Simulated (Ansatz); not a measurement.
`O=C(O)[TeH]` + H₂ → `O=C[TeH]` + H₂O at 600 K and 1 bar (hydrogenolysis of a C–O bond).

Gas-phase electronic energies from Ansatz, PBE0-D4/def2-TZVP geometries. CCSD(T)/CBS is the MP2 limit (def2-TZVPP, def2-QZVPP) plus CCSD(T) − MP2 in def2-TZVPP, frozen cores. This one scheme is used for every species. def2 core potentials past Kr. For Te outer-core shells are correlated without core-valence functions, which leaves a few kJ/mol of doubt a bond. Each species was taken in one conformer, which may not be the lowest.

```csv
species,CCSD(T)/CBS energy (Eh),H − E (kJ/mol),S (J/(mol·K))
`O=C(O)[TeH]`,-457.32249,122.1,370.7
H₂,-1.17544,43.9,150.8
`O=C[TeH]`,-382.12128,99.1,337.3
H₂O,-76.37941,76.8,212.8
```

H − E and S are ideal-gas, rigid-rotor, harmonic terms from PBE0-D4/def2-TZVP, for one conformer and one mirror image of each species. The MP2-based limit puts H₂ 0.8 mEh under its directly extrapolated value; such offsets cancel only in part. 1 Eh = 2625.50 kJ/mol, R = 8.31446 J/(mol·K).

**Question.** By hand: ΔE, ΔH, ΔS and ΔG.

**Answer.** ΔE = (-382.12128) + (-76.37941) − (-457.32249) − (-1.17544) = -0.00276 Eh = -7.2 kJ/mol. Δ(H − E) = 99.1 + 76.8 − 122.1 − 43.9 = 9.9, so ΔH = 2.7 kJ/mol. ΔS = 337.3 + 212.8 − 370.7 − 150.8 = 28.6 J/(mol·K). ΔG = 2.7 − 600 × (28.6)/1000 = -14.5 kJ/mol.

**Question.** By hand: the equilibrium constant, and the temperature at which ΔG would vanish if ΔH and ΔS stayed fixed.

**Answer.** log₁₀ K = −ΔG/(RT ln 10) = 1.3. ΔG = 0 at ΔH/ΔS = 94 K, though so small a ΔH makes that figure unsure.

TΔS isn't small against ΔH here. A doubt of 5 kJ/mol in ΔE shifts log₁₀ K by 0.4 here. Other conformers and mirror images would add mixing entropy, several J/(mol·K) or more a flexible species. These are equilibria of isolated gas molecules and say nothing of rates. Largest T1 diagnostic: 0.016 (customary marks: 0.02 for closed shells, 0.045 for open ones).
